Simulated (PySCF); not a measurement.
Fe(OH)2 holds Fe(II), d6, at total charge 0. The structure is a PBE0-D3(BJ)/def2-TZVP geometry optimised for multiplicity 5; coordination linear, point group C2h, metal–donor distances 1.78 Å.

Method (PySCF 2.14, density fitting): CASSCF(6,5) with orbitals averaged over all microstates of the shell, strongly contracted NEVPT2 on the averaged canonical orbitals; basis x2c-TZVPall on the metal, x2c-SVPall elsewhere; spin-free X2C; gas phase; spin-orbit coupling by state interaction with the mean-field operator over all roots.

CASSCF energies above the lowest CASSCF root:

```
state  CASSCF / cm⁻¹
  5Ag              0
  5Bg             21
  5Ag           5657
  5Ag           7099
  5Bg           8349
  3Bg          20859
  3Ag          20860
  3Ag          21690
  3Bg          21720
  3Ag          22021
  3Bg          22059
  3Bg          22565
  3Ag          22840
  3Bg          22893
  3Ag          24944
  3Bg          25058
  3Bg          25732
  3Ag          26147
  3Bg          26401
  3Ag          26552
  3Bg          27210
  3Ag          28711
```

Problem. How does dynamic correlation (SC-NEVPT2) move these states?

Solution. 
| state | NEVPT2 / cm⁻¹ | shift / cm⁻¹ |
| --- | --- | --- |
| 5Ag | 0 | 0 |
| 5Bg | 26 | +5 |
| 5Ag | 6419 | +762 |
| 5Ag | 7059 | -40 |
| 5Bg | 11006 | +2658 |
| 3Bg | 19074 | -1784 |
| 3Ag | 19066 | -1794 |
| 3Ag | 20322 | -1368 |
| 3Bg | 20261 | -1459 |
| 3Ag | 19338 | -2684 |
| 3Bg | 19532 | -2526 |
| 3Bg | 20607 | -1958 |
| 3Ag | 21010 | -1830 |
| 3Bg | 21130 | -1763 |
| 3Ag | 21964 | -2980 |
| 3Bg | 21672 | -3386 |
| 3Bg | 22866 | -2866 |
| 3Ag | 22666 | -3480 |
| 3Bg | 23310 | -3090 |
| 3Ag | 23730 | -2823 |
| 3Bg | 25023 | -2187 |
| 3Ag | 25603 | -3108 |

No frequencies were computed for the optimised geometry. 5Bg (26 cm⁻¹) lies within 300 cm⁻¹ of 5Ag at NEVPT2 level, inside the method's error: their order is undecided. NEVPT2 lifts 5Ag from 5657 to 6419 cm⁻¹; on the d shell alone such lifts tend to overshoot. Gaps between spin states lean to high spin in this active space.
